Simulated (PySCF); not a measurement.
The same gas-phase reaction for F, Cl, Br, I:
- GeO₂ + GeF₂ → Ge₂O₂ + F₂
- GeO₂ + GeCl₂ → Ge₂O₂ + Cl₂
- GeO₂ + GeBr₂ → Ge₂O₂ + Br₂
- GeO₂ + GeI₂ → Ge₂O₂ + I₂

Computed with PySCF and rigid-rotor harmonic-oscillator thermochemistry at 1 bar. † marks an energy on the PBE0/def2-TZVP geometry and frequencies. MP2 and CCSD(T) freeze the core. All species are closed-shell singlets. I: scalar-relativistic def2 core potential, no spin-orbit coupling. Br, Ge: all electrons, no relativistic terms. GeO₂, Ge₂O₂: computed as isolated molecules; such fragments, hydroxides, amides, oligomers or adducts are transient or little studied in the gas. MP2 isn't extrapolated to the basis-set limit. CCSD(T) isn't extrapolated to the basis-set limit. Warning, large T1 diagnostic: GeO₂ (CCSD(T)/def2-TZVPP†).

ΔH°(298 K) in kJ, by level:

| level | F | Cl | Br | I |
|---|---|---|---|---|
| ωB97M-V/def2-TZVP† | 311.2 | -49.5 | [?] | -208.5 |
| HF/def2-TZVP† | 320.4 | -67.7 | [?] | -240.3 |
| MP2/def2-TZVPP† | 383.0 | 9.2 | [?] | -142.2 |
| CCSD(T)/def2-TZVPP† | 332.9 | -20.9 | [?] | -172.3 |
| LDA/def2-TZVP† | 328.0 | -26.0 | -81.8 | -162.9 |

Task: What belongs in the gaps?

Result: 
- ωB97M-V/def2-TZVP†, Br: -115.2
- HF/def2-TZVP†, Br: -138.3
- MP2/def2-TZVPP†, Br: -55.1
- CCSD(T)/def2-TZVPP†, Br: -84.5
